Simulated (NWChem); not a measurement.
System: Si2H4OCl2; SMILES O[SiH2][SiH](Cl)Cl

The following NWChem deck was run.

```
start job
memory heap 200 mb stack 900 mb global 1100 mb
geometry units angstroms noautosym nocenter noautoz
  O      0.406585     2.807850     0.091029
  Si    -0.826818     1.712977    -0.251577
  Si    -0.070590    -0.368679     0.542537
  Cl    -1.051358    -1.964736    -0.363745
  Cl     1.948477    -0.340740    -0.050127
  H      1.294306     2.439458    -0.081803
  H     -1.103151     1.541322    -1.723855
  H     -2.061591     2.203210     0.441170
  H     -0.075969    -0.614721     2.022553
end
basis spherical
  O library 6-31+g*
  Si library 6-31+g*
  Cl library 6-31+g*
  H library 6-31+g*
end
dft
  xc pbe0
  iterations 150
end
cosmo
  do_cosmo_smd true
  solvent water
end
task dft energy
```

All runs use the structure optimised with PBE-D3(BJ)/def2-SVP. Solvent: water.

Solvent water, SMD (1 M gas to 1 M solution), gas-phase geometry. Reactions with the solvent are ignored.

### Question
What results follow from this input? (PBE0/6-31+G* (spherical d), SMD on the gas-phase geometry.) Quantities: basis functions; solvation free energy (kcal/mol); cavity-dispersion-structure term (kcal/mol); dipole in solution (D).

### Answer
```
Item                                         Value
-------------------------------------------  -----
number of basis functions                      114
solvation free energy (kcal/mol)              -3.6
cavity-dispersion-structure term (kcal/mol)    2.8
dipole in solution (D)                        1.03
```
